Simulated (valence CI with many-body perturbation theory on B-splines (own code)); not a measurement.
**Ir26+: M1 decay**

Calculated by configuration interaction combined with many-body perturbation theory (CI+MBPT): five valence electrons over a frozen Dirac-Fock core [Kr] 4d10, radial functions for each j: 7 s, 7 p, 7 d, 7 f, 4 g, 2 h, with the one-electron correlation potential Σ1, the two-electron term Σ2, the three-electron term Σ3, Breit, model QED; selected CI, second order for the rest, scaled by the run's own slope (own B-spline code, finite nucleus).

The last digits are not significant, and no measured levels were compared; by estimate large intervals hold to a few tenths of a per cent, small ones and those within an open d or f shell to about a per cent. Among the levels kept, up to 980 cm⁻¹ of a level comes from second order outside the variational space, and about a tenth of that is noise between levels of different J, which matters for small intervals. Only levels of the ground parity were solved; by the run's estimate the other parity begins above the list, which can be wrong where configurations are misplaced.

Lines 1 to 50 of 120 in falling wavelength, among levels below 332750 cm⁻¹, chosen from the decays that carry over 1 % of a level's rate. Wavelengths and rates use the calculated energies. Weak lines are less certain than strong ones. Lines between different terms over intervals too small for the method are left out, as are lines whose strength nearly cancels. Where a level lies close to another of its J and parity, the split of strength between their lines is uncertain.

Names give the largest LS component (configuration and term), which can be under half, so a name can repeat, a term be missing and a line seem to break the LS rules; names also repeat where a configuration has a term twice. Letters in brackets count levels of one name in rising energy.

```csv
λ vac (nm),Upper,Lower,Type,A (s⁻¹),Branch %
5226,4f5 6F°_1/2,4f5 6F°_3/2,M1,8.46e-01,98.0
3823,4f5 6H°_15/2,4f5 6H°_13/2,M1,4.52e-01,100.0
1946,4f5 4M°_21/2,4f5 4M°_19/2 [a],M1,2.45e+00,100.0
1803,4f5 4H°_11/2 [a],4f5 4G°_9/2 [a],M1,3.74e+00,1.1
1319,4f5 6H°_13/2,4f5 6H°_11/2,M1,2.68e+01,100.0
1208,4f5 4F°_3/2 [a],4f5 6F°_5/2 [b],M1,1.35e+01,1.1
1201,4f5 4L°_17/2,4f5 4M°_19/2 [a],M1,3.97e-01,1.2
1009,4f5 4L°_17/2,4f5 4L°_15/2,M1,1.69e+01,50.2
1009,4f5 6H°_11/2,4f5 6H°_9/2,M1,8.13e+01,100.0
970.8,4f5 6F°_11/2,4f5 6F°_9/2,M1,3.04e+01,55.2
875.5,4f5 4M°_19/2 [a],4f5 4M°_17/2,M1,4.45e+01,100.0
865.8,4f5 6F°_9/2,4f5 6F°_7/2,M1,7.42e+01,81.9
853.4,4f5 6P°_3/2,4f5 4P°_5/2 [a],M1,3.83e+01,11.7
799.8,4f5 4G°_9/2 [a],4f5 4G°_7/2 [a],M1,5.66e+01,12.1
794.6,4f5 6H°_9/2,4f5 6H°_7/2,M1,1.77e+02,100.0
765.9,4f5 6F°_7/2,4f5 6F°_5/2 [a],M1,1.22e+02,60.2
752.3,4f5 6F°_5/2 [a],4f5 6H°_7/2,M1,9.03e+00,3.0
726.5,4f5 6F°_7/2,4f5 6H°_9/2,M1,7.49e+00,3.7
676.8,4f5 4M°_15/2,4f5 6H°_15/2,M1,1.58e+02,74.3
660.3,4f5 6H°_7/2,4f5 6H°_5/2,M1,2.35e+02,100.0
660.2,4f5 4P°_5/2 [a],4f5 6F°_5/2 [b],M1,5.09e+01,4.8
649.3,4f5 6F°_9/2,4f5 6H°_11/2,M1,4.27e+00,4.7
630.0,4f5 4M°_17/2,4f5 4M°_15/2,M1,8.50e+01,25.1
616.9,4f5 4I°_9/2 [a],4f5 6F°_9/2,M1,1.25e+01,1.1
605.7,4f5 6F°_5/2 [b],4f5 6F°_7/2,M1,5.34e+01,3.0
596.4,4f5 2K°_15/2 [a],4f5 4M°_17/2,M1,4.04e+01,3.2
575.0,4f5 4M°_15/2,4f5 6H°_13/2,M1,5.46e+01,25.7
565.4,4f5 4G°_7/2 [a],4f5 6F°_5/2 [b],M1,1.90e+02,14.7
551.8,4f5 6F°_11/2,4f5 6H°_13/2,M1,2.91e+00,5.3
537.9,4f5 6P°_3/2,4f5 4F°_3/2 [a],M1,1.19e+01,3.6
534.9,4f5 4L°_15/2,4f5 4L°_13/2,M1,1.95e+02,48.2
528.0,4f5 4G°_9/2 [a],4f5 4I°_9/2 [a],M1,2.44e+01,5.2
523.1,4f5 4F°_5/2 [a],4f5 4P°_5/2 [a],M1,3.47e+01,2.2
506.4,4f5 4L°_17/2,4f5 4M°_17/2,M1,9.34e+00,27.7
459.0,4f5 4L°_13/2,4f5 6H°_15/2,M1,7.66e+00,1.7
441.6,4f5 4G°_7/2 [a],4f5 6F°_9/2,M1,5.50e+01,4.2
427.6,4f5 4H°_11/2 [a],4f5 4K°_11/2 [a],M1,6.65e+01,20.2
421.3,4f5 4I°_9/2 [b],4f5 4K°_11/2 [a],M1,1.57e+01,1.4
414.6,4f5 4H°_11/2 [a],4f5 4L°_13/2,M1,1.04e+01,3.2
410.3,4f5 4K°_13/2,4f5 4K°_11/2 [a],M1,3.25e+02,56.1
409.8,4f5 4L°_13/2,4f5 6H°_13/2,M1,2.40e+02,52.1
402.6,4f5 4I°_9/2 [b],4f5 4I°_9/2 [a],M1,1.10e+02,9.7
402.4,4f5 4G°_9/2 [a],4f5 6F°_11/2,M1,2.98e+01,6.4
398.3,4f5 4K°_13/2,4f5 4L°_13/2,M1,1.64e+02,28.4
395.0,4f5 6F°_9/2,4f5 6H°_9/2,M1,1.11e+01,12.2
389.0,4f5 4L°_15/2,4f5 4M°_15/2,M1,1.91e+02,47.2
384.8,4f5 4F°_5/2 [a],4f5 4F°_3/2 [a],M1,4.99e+02,31.9
379.5,4f5 6F°_7/2,4f5 6H°_7/2,M1,6.93e+01,34.2
372.2,4f5 6P°_3/2,4f5 6F°_5/2 [b],M1,4.93e+01,15.1
360.2,4f5 4I°_9/2 [a],4f5 6F°_7/2,M1,1.41e+01,1.3
```
